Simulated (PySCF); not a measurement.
**How methods differ on the ionisation energy of Tl⁺**

Tl⁺ [Xe] 4f14 5d10 6s2 (1S) → Tl²⁺ [Xe] 4f14 5d10 6s1 (2S), as a difference of total energies. All numbers are calculated (PySCF 2.14, scalar relativity by spin-free X2C-1e, in ANO-RCC-VTZP). Correlated levels: valence and next inner shell: [Kr] 4d10 4f14 frozen. The calculations carry no spin-orbit coupling.

Order these methods by the ionisation energy they give, lowest first.
A. SCS-MP2 (valence and next inner shell)
B. CCSD (valence and next inner shell)
C. MP2 (valence and next inner shell)
D. CCSD(T) (valence and next inner shell)

B (20.072 eV), D (20.211 eV), A (20.325 eV), C (20.467 eV).

Errors of the correlated levels include the incompleteness of this basis and the frozen core.

For comparison: 20.428 eV (measured; NIST Atomic Spectra Database, ionization energies).
